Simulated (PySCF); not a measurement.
## Core binding energy against partial charge

C4H12AlN.
Numbering: `[CH3:1]/[CH:2]=[CH:3]/[CH2:4][AlH2-:5][NH3+:6]`

Structure used (PBE0-D3(BJ)/def2-SVP), in Å, numbered top down from 1:
```xyz
18
C4H12AlN angstrom
C      2.050    0.513   -1.058
C      0.984    0.328   -0.024
C      0.680   -0.843    0.574
C     -0.387   -1.093    1.563
Al    -2.003   -1.836    0.609
N     -2.018   -0.476   -0.929
H      2.505   -0.449   -1.339
H      1.664    0.982   -1.980
H      2.857    1.171   -0.693
H      0.473    1.239    0.323
H      1.237   -1.730    0.235
H     -0.683   -0.171    2.092
H     -0.070   -1.831    2.318
H     -1.757   -3.201   -0.204
H     -3.430   -1.595    1.305
H     -1.041   -0.143   -0.986
H     -2.621    0.330   -0.770
H     -2.268   -0.883   -1.830
```

Binding energies: PySCF 2.14.0, delta-SCF UKS SCAN, pcX-2 on the ionised atom, pcseg-1 elsewhere, spin-free X2C. Charges: PBE0/pcSseg-1 ground-state density, for the ionised atom.

```
atom       environment  C 1s (eV)  Mulliken (e)  IAO (e)  Hirshfeld (e)  ESP (e)
  C4    allylic carbon     289.17        -0.529   -0.609         -0.218   -0.529
  C2  alkene CH carbon     289.58        -0.330   -0.221         -0.073   -0.140
  C3  alkene CH carbon     290.02        -0.165   -0.111         -0.039   -0.127
  C1    allylic carbon     290.61        -0.217   -0.411         -0.121   -0.378
```

**Question.** How well does each charge scheme correlate with the binding energies over these sites?

**Answer.** Mulliken: r = 0.84, slope 3.2 eV per e; Hirshfeld: r = 0.47, slope 3.7 eV per e; IAO: r = 0.34, slope 0.9 eV per e; ESP: r = 0.23, slope 0.7 eV per e. Mulliken charges have the highest r, on only 4 points.

**Question.** The point-charge model writes a binding energy as kq + V + constant, with V the potential of the other atoms' charges at the site. What does it give with the IAO charges?

**Answer.** V = Σ 14.40 eV Å × q/r over all other atoms: +5.74 eV at C4, +0.20 eV at C2, -1.81 eV at C3, +4.46 eV at C1. Fitting binding energy − V to q gives k = 16.7 eV per e and leaves an rms residual of 0.30 eV, against 0.50 eV for the fit on q alone. The model has no term for differences in relaxation between sites.

Geometry: PBE0-D3(BJ)/def2-SVP, one conformer, isolated molecule.
